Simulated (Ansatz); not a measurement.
The molecule SiSe, closed-shell singlet (the spin of the measured ground state). No spin–orbit coupling. Se is treated without relativity.

| level | bond energy D_e (kcal/mol) |
|---|---|
| SVWN5/def2-TZVPP | 154.35 |
| PBE/def2-TZVPP | 134.14 |
| r2SCAN/def2-TZVPP | 130.41 |
| B97M-V/def2-TZVPP | 131.85 |
| B3LYP/def2-TZVPP | 127.02 |
| PBE0/def2-TZVPP | 127.42 |
| BHLYP/def2-TZVPP | 118.73 |
| CAM-B3LYP/def2-TZVPP | 124.02 |
| wB97X-V/def2-TZVPP | 128.83 |
| wB97M-V/def2-TZVPP | 129.53 |
| B2PLYP/def2-TZVPP | 128.66 |
| CCSD/def2-TZVPP | 118.42 |
| CCSD/def2-QZVPP | 121.73 |
| CCSD(T)/def2-TZVPP | 125.21 |
| CCSD(T)/def2-QZVPP | 129.20 |
| CCSD(T)/CBS(def2-TZVPP, def2-QZVPP) | 132.24 |

The rows run from 118.42 (CCSD/def2-TZVPP) to 154.35 kcal/mol (SVWN5/def2-TZVPP). From def2-TZVPP to def2-QZVPP CCSD(T) changes by 3.99. The 11 functionals in def2-TZVPP without D3 or D4 span 35.62, from BHLYP to SVWN5.

D_e counts from the fitted minimum to each atom's lowest state at the same level, without counterpoise. The singlet is restricted.

Correlated levels freeze the inner cores; with def2 sets outer-core shells near the valence are correlated too. CBS(a, b) extrapolates the correlation energy as X⁻³ and adds the Hartree–Fock energy of set b.

Codes used: Ansatz (Gaussian orbitals). Each number belongs to the level named beside it.

Ansatz is a quantum-chemistry and plane-wave program.
